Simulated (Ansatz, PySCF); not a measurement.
Species: SnH3, charge 0, multiplicity 2. SMILES: [SnH3]
Coordinates optimised at B3LYP-D3(BJ)/def2-TZVP (Ansatz, a first-principles code):
```xyz
4

Sn    -0.0223     0.0222    -0.0102
H      0.2617    -1.1367    -1.2542
H     -0.6051    -0.7889     1.3947
H      1.4594     0.8166     0.3703
```
Charge 0, spin multiplicity 2.

Wanted: vertical ionisation energy (to the singlet state of charge +1; each state is the SCF solution reached for its spin; the molecule has degenerate orbitals, so one determinant may break the symmetry), in eV. Correlated levels leave the core frozen unless marked. UHF or UKS for open shells. Spin-orbit coupling is left out. The frozen core is the preceding noble-gas configuration, with the filled d and f shells of earlier blocks. Past Kr the def2 sets carry scalar-relativistic core potentials. CBS marks a two-point X^-3 extrapolation of the correlation energy; Hartree-Fock from the larger set. The bracket is a focal-point correction in the basis named.

```csv
level,program,vertical ionisation energy (eV)
HF/def2-SVPD,Ansatz,8.06
HF/def2-QZVPPD,Ansatz,8.04
PBE/def2-TZVPD,Ansatz,8.37
r2SCAN/def2-TZVPD,Ansatz,8.56
M06-2X/def2-TZVPD,PySCF,8.43
wB97X-V/def2-TZVPD,Ansatz,8.37
RI-MP2/def2-TZVPPD,Ansatz,8.26
"RI-MP2/CBS(def2-TZVPPD,def2-QZVPPD)",Ansatz,8.30
SCS-MP2/def2-SVPD,Ansatz,8.18
SCS-MP2/def2-TZVPPD,Ansatz,8.21
CCSD/def2-SVPD,Ansatz,8.23
CCSD/def2-TZVPPD,Ansatz,8.27
CCSD(T)/def2-TZVPPD,Ansatz,8.28
"RI-MP2/CBS(def2-TZVPPD,def2-QZVPPD)+[CCSD(T)-MP2]/def2-SVPD",Ansatz,8.30
"CCSD(T)/CBS(def2-TZVPPD,def2-QZVPPD)",Ansatz,8.32
```

For comparison, minus the highest occupied orbital energy (PySCF): 5.29 eV at BP86/def2-TZVPD, 6.78 eV at MN15/def2-TZVPD, 8.68 eV at HF/def2-TZVPD.
